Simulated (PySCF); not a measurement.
Identify the unknown among the candidates.

All candidates are C7H16.

| technique | computed result |
| --- | --- |
| Rotational structure | rotational constants A, B, C: 4.162, 1.398, 1.302 GHz [GFN2-xTB] |
| Dipole | 0.11 D [PBE0/def2-SVPD] |
| Polarisability | 86.6 au [PBE0/def2-SVPD] |
| Triplet | lowest triplet excitation (Tamm–Dancoff): 8.07 eV [TDA PBE0/def2-SVPD] |
| 1H NMR | chemical shifts (computed TMS as zero) by class: 1.56 (2 H), 0.98 (2 H), 0.92 (12 H) ppm [GIAO PBE0/pcSseg-1] |
| UV, first state | lowest singlet excitation: 8.20 eV (151 nm, f = 0.041) [TDDFT PBE0/def2-SVPD] |
| 13C NMR | chemical shifts (computed TMS as zero) by class: 51.6 (1 C), 28.7 (2 C), 24.5 (4 C) ppm [GIAO PBE0/pcSseg-1] |

Gas-phase values; electronic properties from PySCF, density fitting. Levels stand in brackets. The structure is a single GFN2-xTB conformer in the gas phase; no vibrational or solvent corrections. NMR values are class means; diastereotopic atoms form classes of their own.

Task: Which candidate is it?
A. `CCC(CC)CC` (3-ethylpentane)
B. `CCC[C@H](C)CC` (3-methylhexane)
C. `CC(C)CC(C)C` (2,4-dimethylpentane)
D. `CC(C)C(C)(C)C` (2,2,3-trimethylbutane)

Result: C. It is `CC(C)CC(C)C`. Numbering: `[CH3:1][CH:2]([CH3:3])[CH2:4][CH:5]([CH3:6])[CH3:7]`. Its formula, C7H16, gives 0 degrees of unsaturation, so no ring and no π bond. 7 carbons fall into 3 classes; from least to most shielded: chain CH2 carbon [C4] (51.6 ppm), sp3 CH carbon [C2/C5] (28.7 ppm, 2 C), methyl carbon [C1/C3/C6/C7] (24.5 ppm, 4 C, up to 5.2 ppm apart in this geometry). Hydrogen classes from least to most shielded: 2 H on 2 sp3 CH carbons, C2/C5 (1.56 ppm), 2 H on a chain CH2 carbon, C4 (0.98 ppm), 12 H on 4 methyl carbons, C1/C3/C6/C7 (0.92 ppm, a mean of values up to 1.0 ppm apart in this geometry). The optimised geometry has point group C2 and is an asymmetric top.

The others, at the same levels:
- `CCC[C@H](C)CC` fails: it has 7 carbon classes against 3; its computed 13C shifts are 46.8 (1 C), 40.7 (1 C), 36.3 (1 C), 26.1 (1 C), 18.6 (1 C), 17.5 (1 C), 14.9 (1 C) ppm, 1H shifts are 1.60 (1 H), 1.40 (1 H), 1.24 (1 H), 1.11 (1 H), 1.04 (3 H), 1.04 (3 H), 1.00 (1 H), 0.95 (1 H), 0.94 (1 H), 0.91 (3 H) ppm and rotational constant A is 5.767 GHz (against 4.162 GHz).
- `CC(C)C(C)(C)C` fails: it has 4 carbon classes against 3; its computed 13C shifts are 41.2 (1 C), 34.3 (1 C), 28.9 (3 C), 19.7 (2 C) ppm, 1H shifts are 1.26 (1 H), 0.94 (6 H), 0.91 (9 H) ppm and rotational constant A is 3.039 GHz (against 4.162 GHz).
- `CCC(CC)CC` fails: its computed 13C shifts are 45.3 (1 C), 28.6 (3 C), 12.5 (3 C) ppm, 1H shifts are 1.36 (6 H), 1.00 (1 H), 0.94 (9 H) ppm and rotational constant A is 2.713 GHz (against 4.162 GHz).

Each candidate is one conformer, not necessarily the lowest. Dipoles, sizes and rotational constants follow the conformer. The torsions of the flexible species, by atom-mapped SMILES:
- `[CH3:1][CH:2]([CH3:3])[CH2:4][CH:5]([CH3:6])[CH3:7]`: C1–C2–C4–C5 -59°, C2–C4–C5–C6 179°
- `[CH3:1][CH2:2][CH2:3][C@H:4]([CH3:5])[CH2:6][CH3:7]`: C1–C2–C3–C4 -176°, C2–C3–C4–C5 -67°, C3–C4–C6–C7 -168°
- `[CH3:1][CH:2]([CH3:3])[C:4]([CH3:5])([CH3:6])[CH3:7]`: C1–C2–C4–C5 -70°
- `[CH3:1][CH2:2][CH:3]([CH2:4][CH3:5])[CH2:6][CH3:7]`: C1–C2–C3–C4 64°, C2–C3–C4–C5 158°, C2–C3–C6–C7 -60°
